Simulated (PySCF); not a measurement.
Excitation energy of Cr⁺ by level of theory

Cr⁺ [Ar] 3d5 (6S) → Cr⁺ [Ar] 3d4 4p1 (high-spin determinant), as a difference of total energies. Computed with PySCF 2.14 in x2c-TZVPPall with one added diffuse shell each of s, p, d, f type (7s6p5d3f1g, 80 functions), with scalar relativity by spin-free X2C-1e. Correlated levels: valence and next inner shell: [Ne] frozen. The calculations carry no spin-orbit coupling.

| method | excitation energy (eV) |
| --- | --- |
| UHF | 4.877 |
| MP2 (valence and next inner shell) | 6.126 |
| SCS-MP2 (valence and next inner shell) | 5.605 |
| CCSD (valence and next inner shell) | 5.740 |
| CCSD(T) (valence and next inner shell) | 5.770 |

How much does correlation contribute at CCSD(T) (valence and next inner shell)?

5.770 − (4.877) = 0.893 eV, measured against UHF.

The determinant of the upper state mixes LS terms, which raises its energy above the lowest term, most at the Hartree-Fock and MP2 levels.
